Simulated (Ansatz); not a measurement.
C₄H₉LiO (SMILES [Li][O]C(C)(C)C), singlet, at a GFN2-xTB geometry (such geometries of metal compounds can be far from the true shape); B3LYP5/cc-pVDZ in Ansatz (an electronic-structure program).

Here is a job for Ansatz.
Ansatz 0.2 input:
```yaml
crystal:
  periodic: [false, false, false]
  atoms:
    - {symbol: Li, position_ang: [0.95282533, 1.83910014, 1.90101642]}
    - {symbol: O, position_ang: [0.43255239, 0.83489297, 0.86300098]}
    - {symbol: C, position_ang: [-0.03502592, -0.06760544, -0.06988148]}
    - {symbol: C, position_ang: [1.00996337, -1.17350099, -0.30087268]}
    - {symbol: C, position_ang: [-1.34138713, -0.70998579, 0.42925014]}
    - {symbol: C, position_ang: [-0.30790875, 0.64947623, -1.40393297]}
    - {symbol: H, position_ang: [0.65889409, -1.89504914, -1.03388174]}
    - {symbol: H, position_ang: [1.20824296, -1.68396616, 0.63909625]}
    - {symbol: H, position_ang: [1.93671757, -0.72571334, -0.65307142]}
    - {symbol: H, position_ang: [-1.15549998, -1.21800808, 1.37306708]}
    - {symbol: H, position_ang: [-1.72553327, -1.42501360, -0.29348815]}
    - {symbol: H, position_ang: [-2.08443706, 0.06696570, 0.59554582]}
    - {symbol: H, position_ang: [0.61189980, 1.10687161, -1.76194522]}
    - {symbol: H, position_ang: [-1.04551189, 1.43359257, -1.24729881]}
    - {symbol: H, position_ang: [-0.67751677, -0.04642778, -2.15245897]}
basis:
  gaussian:
    orbitals: cc-pVDZ
hamiltonian:
  xc: b3lyp5
accuracy: high
```

Task: Predict the main parts of the log of this Ansatz run.

Result: 
```
Functional definition: B3LYP5
3231 factors; integrals over basis functions are off by at most 3.4e-9 eV
mean field evaluation 1: about -6528.5483 eV, gradient 8.1e1 eV
mean field evaluation 2: about -6412.3728 eV, gradient 1.8e2 eV
mean field evaluation 4: about -6542.9608 eV, gradient 1.4e1 eV
mean field evaluation 8: about -6543.5620 eV, gradient 3.1e-1 eV
mean field evaluation 16: about -6543.8454 eV, gradient 1.3e-4 eV
mean field -6543.84544394 eV, -240.4818844870 hartree, gradient 1.0e-8 eV, S^2 0.000000; 0 other end points of the search recorded, 0 dependent functions left out
reference -6543.84549650 eV, -240.4818864186 hartree; 22, 22 occupied and 107, 107 virtual orbitals, 3231 factors
Total energy: -6543.84549650 eV, -240.4818864186 hartree
```
